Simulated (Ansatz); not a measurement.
`FC(F)(F)CI` + `FC(F)Br` → `FC(F)(F)C(F)(F)Br` + `CI` at 298.15 K and 1 bar (formal exchange of groups at a C–C bond).

Calculated with Ansatz (gas phase, PBE0-D4/def2-TZVP geometries, no zero-point term in ΔE). CBS: MP2 limit from def2 TZ/QZ plus the TZ coupled-cluster correction, frozen cores. def2 core potentials past Kr. For Br, I outer-core shells are correlated without core-valence functions, which leaves a few kJ/mol of doubt a bond. Scalar relativity is left out up to krypton.

```csv
species,CCSD(T)/CBS energy (Eh),H − E (kJ/mol),S (J/(mol·K))
`FC(F)(F)CI`,-674.13144,130.6,345.1
`FC(F)Br`,-2811.54081,73.0,292.9
`FC(F)(F)C(F)(F)Br`,-3148.36754,93.0,368.2
`CI`,-337.29646,107.0,253.5
```

H − E and S are ideal-gas, rigid-rotor, harmonic terms from PBE0-D4/def2-TZVP. 1 Eh = 2625.50 kJ/mol, R = 8.31446 J/(mol·K).

**Question.** By hand: ΔE, ΔH, ΔS and ΔG.

**Answer.** ΔE = (-3148.36754) + (-337.29646) − (-674.13144) − (-2811.54081) = 0.00825 Eh = 21.7 kJ/mol. Δ(H − E) = 93.0 + 107.0 − 130.6 − 73.0 = -3.6, so ΔH = 18.1 kJ/mol. ΔS = 368.2 + 253.5 − 345.1 − 292.9 = -16.3 J/(mol·K). ΔG = 18.1 − 298.15 × (-16.3)/1000 = 23.0 kJ/mol.

**Question.** By hand: the equilibrium constant, and the temperature at which ΔG would vanish if ΔH and ΔS stayed fixed.

**Answer.** log₁₀ K = −ΔG/(RT ln 10) = -4.0. ΔH and −TΔS have one sign here, so there is no such temperature.

ΔH outweighs TΔS. A doubt of 5 kJ/mol in ΔE shifts log₁₀ K by 0.9 here. These are equilibria of isolated gas molecules and say nothing of rates. Largest T1 diagnostic: 0.011 (customary marks: 0.02 for closed shells, 0.045 for open ones).
